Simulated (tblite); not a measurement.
Compound: C6H15OPSi.
Cartesian coordinates in Å at the GFN2-xTB level; atoms count from 1:
```
atom  x, y, z in Å
C1    -2.713   -1.076   -0.202
C2    -2.338    0.395   -0.272
P3    -0.541    0.801   -0.238
O4    -0.310    2.250   -0.302
C5     0.133    0.032    1.289
C6     1.598    0.433    1.402
Si7    2.589   -0.242   -0.072
C8     1.708    0.279   -1.672
C9     0.237   -0.113   -1.630
H10   -3.796   -1.186   -0.235
H11   -2.291   -1.624   -1.040
H12   -2.355   -1.524    0.721
H13   -2.720    0.856   -1.188
H14   -2.771    0.952    0.566
H15   -0.451    0.423    2.129
H16    0.019   -1.052    1.261
H17    1.648    1.524    1.400
H18    2.009    0.095    2.356
H19    2.592   -1.714    0.002
H20    3.954    0.286   -0.053
H21    2.188   -0.149   -2.554
H22    1.764    1.365   -1.774
H23   -0.281    0.195   -2.545
H24    0.116   -1.189   -1.507
```

All values are computed: GFN2-xTB (tblite) harmonic vibrations without scaling, gas phase. Errors from tens to a few hundred cm⁻¹ against measured bands are possible. Modes of hydrogen on silicon can be 10 to 20 % off. One conformer, not necessarily the lowest.

Harmonic wavenumbers (cm⁻¹): 54.4, 73.3, 153.0, 156.9, 170.7, 184.3, 222.6, 241.6, 308.7, 310.9, 352.0, 366.2, 407.3, 512.3, 577.9, 629.0, 634.2, 680.2, 691.5, 693.9, 741.8, 754.1, 774.4, 792.7, 811.3, 832.9, 873.7, 970.3, 1006.3, 1046.3, 1053.8, 1057.1, 1064.2, 1086.2, 1127.2, 1137.6, 1208.3, 1238.7, 1261.4, 1268.5, 1273.0, 1283.8, 1292.5, 1408.6, 1437.2, 1442.3, 1445.7, 1467.3, 1471.6, 1499.9, 1502.9, 2182.3, 2265.6, 2916.5, 2919.4, 2929.4, 2942.8, 2962.3, 2963.8, 2970.9, 2974.4, 2980.3, 2982.2, 3021.4, 3037.8, 3042.6.

A = 1891, B = 823.2, C = 797.4 MHz; mass 162.063 u (most abundant isotopes); point group Cs, symmetry number 1.

Q: What is the zero-point energy?

A: ½Σν̃ = 43072 cm⁻¹ = 123.15 kcal/mol.

Q: Entropy at 400 K, 1 bar (ideal gas, RRHO, classical rotation)?

A: Translation 42.64, rotation 30.81, vibration 47.04: S = 120.5 cal/(mol K).

Q: And Cp and H(400 K) − H(0)?

A: Cp = 60.24 cal/(mol K), of which vibrations give 52.29 (their classical limit is 66 R = 131.2); H(400 K) − H(0) = 13.44 kcal/mol without the zero-point energy, 10.26 from vibrations.

Q: How do the functions run with temperature in this model?

A: 
| T (K) | S (cal/(mol K)) | Cp (cal/(mol K)) | H − H(0) (kcal/mol) | G − H(0) (kcal/mol) | ln q(vib) |
| --- | --- | --- | --- | --- | --- |
| 50 | 59.5 | 12.8 | 0.49 | -2.49 | 0.40 |
| 100 | 70.7 | 20.3 | 1.32 | -5.76 | 1.54 |
| 298.15 | 104.8 | 47.0 | 7.96 | -23.28 | 7.50 |
| 373.15 | 116.4 | 56.9 | 11.87 | -31.58 | 9.89 |
| 500 | 135.2 | 71.2 | 20.03 | -47.55 | 13.99 |
| 750 | 168.1 | 91.1 | 40.51 | -85.56 | 21.93 |
| 1000 | 196.2 | 104.1 | 65.01 | -131.19 | 29.39 |

q(vib) and H(0) count from the zero-point level.

Q: Which modes carry the vibrational entropy at 400 K?

A: 54.4 cm⁻¹: 5.23; 73.3 cm⁻¹: 4.64; 153.0 cm⁻¹: 3.20; 156.9 cm⁻¹: 3.15; 170.7 cm⁻¹: 2.99; 184.3 cm⁻¹: 2.84 cal/(mol K); the other 60 give 24.99 together.

Q: Blend soft modes into free rotors: weight 1/[1 + (100 cm⁻¹/ν̃)⁴] for the oscillator and the rest for a rotor with moment μB/(μ + B), μ = h/(8π²ν), B = 10⁻⁴⁴ kg m². What vibrational entropy results?

A: 44.56 cal/(mol K) in place of 47.04, which changes −T·S at 400 K by +0.99 kcal/mol.

Q: What must be added to the electronic energy to get the Gibbs energy at 400 K and 1 bar?

A: ZPE + [H(400 K) − H(0)] − T·S = 123.15 + 13.44 − 48.20 = 88.39 kcal/mol.

Hindered rotation and anharmonicity are outside this model. Other conformers, if any are populated, would add a mixing term that is left out.
